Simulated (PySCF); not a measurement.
## Electron correlation in Os (osmium, neutral)

[Xe] 4f14 5d7 6s1, 6s spin antiparallel (an excited configuration). All numbers are calculated (PySCF 2.14, scalar relativity through the core potential, in aug-cc-pVQZ-PP with ECP60MDF (7s7p6d4f3g2h, 135 functions)). Frozen: 5s2 5p6; 8 electrons correlated.

MP2 pair energies summed by pair of shells (mhartree):

| pair | energy | share (%) |
| --- | --- | --- |
| 5d-5d | -165.38 | 77.8 |
| 5d-6s | -47.17 | 22.2 |

Total MP2 correlation energy: -212.55 mhartree.

Same-spin part -72.10 and opposite-spin part -140.45 mhartree; SCS-MP2 scales them by 1/3 and 6/5 to -192.57 mhartree.
